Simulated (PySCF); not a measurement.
# Dipole moment and polarisability of `C=C(C)[SiH2][SiH2]P`

Species: C3H11PSi2.
Structure used (PBE0-D3(BJ)/def2-SVP), in Å, numbered top down from 1:
```xyz
17
C3H11PSi2 angstrom
C     -1.8702    1.3801    0.3250
C     -1.4021    0.1268    0.2312
C     -1.5419   -0.8713    1.3445
Si    -0.4899   -0.4013   -1.3301
Si     1.8275   -0.5418   -0.8937
P      2.1430   -0.0842    1.3109
H     -1.7677    2.1038   -0.4897
H     -2.3838    1.7310    1.2291
H     -0.5545   -1.2016    1.7107
H     -2.0693   -1.7772    1.0027
H     -2.0949   -0.4511    2.1987
H     -0.7170    0.6079   -2.4107
H     -0.9881   -1.7347   -1.7966
H      2.5774    0.4017   -1.7836
H      2.3525   -1.9205   -1.1452
H      3.5112    0.3026    1.1669
H      1.6469    1.2506    1.1917
```

Level: CAM-B3LYP/def2-SVPD (PySCF), static field, nuclei fixed, core orbitals frozen in the response. The polarisability tensor in these axes (au):

```
x   131.09  -8.21   0.80
y    -8.21 113.36   5.07
z     0.80   5.07 125.21
```

Q: What are the eigenvalues, a third of the trace, and Δα (Δα² = ½Σ(αi − αj)² over the three pairs)?

A: Principal values 108.63, 126.58 and 134.46 au; mean 123.22 au = 18.26 Å³ = 20.32 × 10⁻⁴⁰ C²·m²/J; Δα = 22.93 au (19 % of the mean).

Q: What is the dipole moment, and where does it point?

A: (-0.30, 0.40, 0.09) D, 0.50 D in size, pointing from the negative to the positive side. Measured along this direction, the outermost atoms are H15 at the negative end and H8 at the positive end.

Q: Give the principal axes and the span of the nuclei along them.

A: Largest value along (0.91, -0.39, -0.13), where the nuclei span 6.05 Å; middle along (0.23, 0.22, 0.95), 4.30 Å; least along (0.34, 0.90, -0.29), 4.33 Å. 

Q: What depolarisation ratio follows for Rayleigh scattering of linearly polarised light, taking the static tensor?

A: ρ = 3Δα²/(45ᾱ² + 4Δα²) = 1577.4/(683242 + 2103.1) = 0.0023.

Q: What molar refraction does this α imply?

A: Lorentz–Lorenz: R = (4π/3)N_A α = 2.5225 cm³/(mol·Å³) × 18.26 Å³ = 46.1 cm³/mol, in the limit of long wavelengths.

Q: Refractivity n − 1 of an ideal gas of it at 350 K and 1 atm, from the electronic α?

A: N = p/kT = 2.0968 × 10¹⁹ cm⁻³, so n − 1 = 2π × N × 18.26 × 10⁻²⁴ cm³ = 2406 × 10⁻⁶ at long wavelengths, for an ideal gas.

Geometry: PBE0-D3(BJ)/def2-SVP, one conformer, isolated molecule.
